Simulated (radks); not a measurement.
Values are calculated unless marked as measured or tabulated.
Species: the potassium ion K3+. Configuration: [Ne] 3s2 3p4.

Code: a radial shooting solver on a logarithmic mesh with Libxc functionals. Model: scalar-relativistic Kohn-Sham, BLYP, spin-polarised, spherical densities, finite nucleus; open shells are filled with parallel spins first; Fermi nuclear charge, rms radius 3.4349 fm.

Energy parts (eV):
total: -16308.168
kinetic: 16408.947
electron-nucleus: -38169.596
Hartree: 6335.420
exchange-correlation: -882.940

Orbitals (lengths in bohr, moments of r in powers of bohr; <r^-3> diverges for s and p1/2):
| orbital | occ. | eigenvalue (eV) | <1/r> | <r^2> | <r^-3> | <r> |
|---|---|---|---|---|---|---|
| 1s up | 1 | -3568.075 | 18.72 | 0.008836 | - | 0.08105 |
| 1s down | 1 | -3567.503 | 18.72 | 0.008834 | - | 0.08104 |
| 2s up | 1 | -395.9133 | 3.802 | 0.1780 | - | 0.3874 |
| 2s down | 1 | -395.4280 | 3.802 | 0.1777 | - | 0.3873 |
| 2p up | 3 | -323.1241 | 3.708 | 0.1518 | 155.7 | 0.3499 |
| 2p down | 3 | -322.4223 | 3.707 | 0.1517 | 155.5 | 0.3499 |
| 3s up | 1 | -73.4319 | 1.166 | 1.644 | - | 1.198 |
| 3s down | 1 | -70.5386 | 1.161 | 1.669 | - | 1.205 |
| 3p up | 3 | -55.8012 | 1.057 | 1.931 | 17.96 | 1.288 |
| 3p down | 1 | -53.0625 | 1.047 | 1.986 | 17.69 | 1.304 |
| 3d up | 0 | -30.3083 | 0.8124 | 2.875 | 1.280 | 1.541 |
| 3d down | 0 | -28.1292 | 0.7899 | 3.136 | 1.220 | 1.603 |
| 4s up | 0 | -23.4398 | 0.4584 | 9.738 | - | 2.945 |
| 4s down | 0 | -22.9194 | 0.4499 | 10.08 | - | 2.996 |

The highest occupied level is 3p down at -53.062 eV. Spin moment in Bohr magnetons: 2. The electron density at the nucleus is 5221 e/bohr^3 (large components only). For comparison, the ionisation energy in NIST's Atomic Spectra Database is 60.92 eV (semi-empirical). In exact Kohn-Sham theory the highest level is minus the ionisation energy, but local and semilocal functionals leave it too shallow, through self-interaction and a potential that decays too fast; potentials with the right tail come closer. The spin density at the nucleus is -0.1153 e/bohr^3 (1s -0.4676, 2s 0.1869, 3s 0.1654). Summed over all electrons, <r^2> = 12.38 bohr^2, which gives a Langevin (diamagnetic) susceptibility term of -9.8 x 10^-6 cm^3/mol. The density falls to 0.001 e/bohr^3 at r = 2.90 bohr.
